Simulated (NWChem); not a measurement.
System: KF; SMILES [F][K]

NWChem input:

```
start job
memory heap 200 mb stack 900 mb global 1100 mb
geometry units angstroms noautoz
  K      0.000000     0.000000    -0.708440
  F      0.000000     0.000000     1.430582
end
basis spherical
  * library def2-svpd
end
dft
  xc hfexch
  iterations 150
  mulliken
end
task dft gradient
```

Excerpt of the output:

```
             Northwest Computational Chemistry Package (NWChem) 7.3.0
             --------------------------------------------------------

 ORDER OF PRIMARY AXIS IS BEING SET TO 4
 C4V symmetry detected

                             Geometry "geometry" -> ""
                             -------------------------

 Output coordinates in angstroms (scale by  1.889725989 to convert to a.u.)

  No.       Tag          Charge          X              Y              Z
 ---- ---------------- ---------- -------------- -------------- --------------
    1 K                   19.0000     0.00000000     0.00000000    -0.68754279
    2 F                    9.0000     0.00000000     0.00000000     1.45147921

 Effective nuclear repulsion energy (a.u.)      42.3040574519

      Symmetry information
      --------------------

 Group name             C4v
 Group number             18
 Group order               8
 No. of unique centers     2

  xc_inp: hfexch multiplicative factor not found.

                                 NWChem DFT Module
                                 -----------------

 Summary of "ao basis" -> "ao basis" (spherical)
 ------------------------------------------------------------------------------
       Tag                 Description            Shells   Functions and Types
 ---------------- ------------------------------  ------  ---------------------
 K                         def2-svpd                11       27   5s4p2d
 F                         def2-svpd                 9       23   4s3p2d

      Symmetry analysis of basis
      --------------------------

        a1         20
        a2          0
        b1          4
        b2          4
        e          22

            General Information
            -------------------
          SCF calculation type: DFT
          Wavefunction type:  closed shell.
          No. of atoms     :     2
          No. of electrons :    28
           Alpha electrons :    14
            Beta electrons :    14
          Charge           :     0
          Spin multiplicity:     1
          Use of symmetry is: on ; symmetry adaption is: on
          Maximum number of iterations: 150
          AO basis - number of functions:    50
                     number of shells:    20
          Convergence on energy requested:  1.00D-06
          Convergence on density requested:  1.00D-05
          Convergence on gradient requested:  5.00D-04

              XC Information
              --------------
                     Hartree-Fock (Exact) Exchange  1.000

      Superposition of Atomic Density Guess
      -------------------------------------

 Sum of atomic energies:        -698.37469983

      Non-variational initial energy
      ------------------------------

 Total energy =    -698.078583
 1-e energy   =   -1046.758481
 2-e energy   =     306.375841
 HOMO         =      -0.625273
 LUMO         =      -0.052304

      Symmetry analysis of molecular orbitals - initial
      -------------------------------------------------

 !! scf_movecs_sym_adapt:    8 vectors were symmetry contaminated

  Symmetry fudging

 !! scf_movecs_sym_adapt:    6 vectors were symmetry contaminated

  Numbering of irreducible representations:

     1 a1          2 a2          3 b1          4 b2          5 e

  Orbital symmetries:

     1 a1          2 a1          3 a1          4 a1          5 e
     6 e           7 a1          8 a1          9 a1         10 e
    11 e          12 e          13 e          14 a1         15 a1
    16 e          17 e          18 a1         19 a1         20 a1
    21 e          22 e          23 e          24 e

     ---------------------------------------------
      Total Density - Mulliken Population Analysis
     ---------------------------------------------

    Atom       Charge   Shell Charges
 -----------   ------   -------------------------------------------------------
    1 K   19    18.03   2.00  2.00  2.00  0.01 -0.00  6.00  6.00  0.01 -0.00  0.02 -0.00
    2 F    9     9.97   1.99  1.18  0.80  0.01  3.68  2.19  0.11  0.00  0.00

 !! scf_movecs_sym_adapt:    8 vectors were symmetry contaminated

  Symmetry fudging

 !! scf_movecs_sym_adapt:    6 vectors were symmetry contaminated

   convergence    iter        energy       DeltaE   RMS-Dens  Diis-err
 ---------------- ----- ----------------- --------- --------- ---------
 d= 0,ls=0.0,diis     1   -698.3968015644 -7.41D+02  1.37D-02  8.68D-01

 !! scf_movecs_sym_adapt:    8 vectors were symmetry contaminated

  Symmetry fudging

 !! scf_movecs_sym_adapt:    2 vectors were symmetry contaminated

 d= 0,ls=0.0,diis     2   -698.4398467456 -4.30D-02  5.23D-03  5.56D-01

 !! scf_movecs_sym_adapt:    8 vectors were symmetry contaminated

  Symmetry fudging

 !! scf_movecs_sym_adapt:    6 vectors were symmetry contaminated

 d= 0,ls=0.0,diis     3   -698.4830602429 -4.32D-02  5.38D-04  4.02D-04

 !! scf_movecs_sym_adapt:    8 vectors were symmetry contaminated

  Symmetry fudging

 !! scf_movecs_sym_adapt:    4 vectors were symmetry contaminated

 d= 0,ls=0.0,diis     4   -698.4831433835 -8.31D-05  1.19D-04  3.16D-05

 !! scf_movecs_sym_adapt:    8 vectors were symmetry contaminated

  Symmetry fudging

 !! scf_movecs_sym_adapt:    6 vectors were symmetry contaminated

 d= 0,ls=0.0,diis     5   -698.4831491389 -5.76D-06  2.60D-05  1.19D-06

 !! scf_movecs_sym_adapt:    8 vectors were symmetry contaminated

  Symmetry fudging

 !! scf_movecs_sym_adapt:    6 vectors were symmetry contaminated

 d= 0,ls=0.0,diis     6   -698.4831495401 -4.01D-07  9.96D-06  1.16D-07

[...]

                         DFT ENERGY GRADIENTS

    atom               coordinates                        gradient
                 x          y          z           x          y          z
   1 K       0.000000   0.000000  -1.299267    0.000000   0.000000   0.021290
   2 F       0.000000   0.000000   2.742898    0.000000   0.000000  -0.021290
```

Level: Hartree-Fock/def2-SVPD. Structure relaxed at the PBE0/def2-SVP level.
